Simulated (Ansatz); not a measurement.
Geometry optimisation, Ansatz 0.2.0, RKS B3LYP-D4/def2-SVP.

The input (input.yaml):

```yaml
crystal:
  periodic: [false, false, false]
  atoms:
    - { symbol: Hf, position_ang: [-0.59778, -1.0e-06, -0.42241] }
    - { symbol: F, position_ang: [0.093313, 1.8e-05, 2.676359] }
    - { symbol: Cl, position_ang: [1.711759, -2.0e-06, -0.053921] }
    - { symbol: Cl, position_ang: [-0.949151, 1.868526, -1.760279] }
    - { symbol: Cl, position_ang: [-0.949154, -1.868527, -1.760279] }
    - { symbol: Cl, position_ang: [-2.523257, 3.0e-06, 1.141906] }
    - { symbol: H, position_ang: [-0.769829, -1.8e-05, 3.014924] }
basis:
  gaussian: { orbitals: def2-SVP }
hamiltonian:
  xc: b3lyp
  dispersion: d4
relax:
  f_tol: 0.03
  max_steps: 50
```

Launched with:

```bash
$ ansatz run input.yaml --threads 4 --pin off --max-ram 5120MiB --backend cpu --events-out ev --progress --plain --runs-dir out
```

Problem. Where does it end, and by what steps?

Solution. The forces met the threshold. After 7 steps the energy has fallen by 0.320 eV; H7 moved furthest, 0.59 Å. Joined: Hf1–F2.

```
step  energy less start (eV)  largest force component (eV/Å)  accepted
   0                  0.0000                           0.939       yes
   1                 -0.0557                           1.157       yes
   2                 -0.1422                           0.461       yes
   3                 -0.2612                           0.467       yes
   4                 -0.1995                           1.537        no
   5                 -0.3044                           0.122       yes
   6                 -0.3180                           0.106       yes
   7                 -0.3196                           0.028       yes
```

```xyz
7
Properties=species:S:1:pos:R:3
Hf -0.497 0.000 -0.116
F -0.006 0.000 2.155
Cl 1.867 0.000 -0.075
Cl -0.930 1.886 -1.416
Cl -0.930 -1.886 -1.416
Cl -2.556 0.000 1.259
H -0.931 0.000 2.446
```

Whether the end is a true minimum wasn't checked by a vibrational analysis.

Time of the run: 15 s on 4 threads of Intel(R) Xeon(R) Platinum 8488C (Sapphire Rapids), on a shared host, peak memory 0.36 GiB.
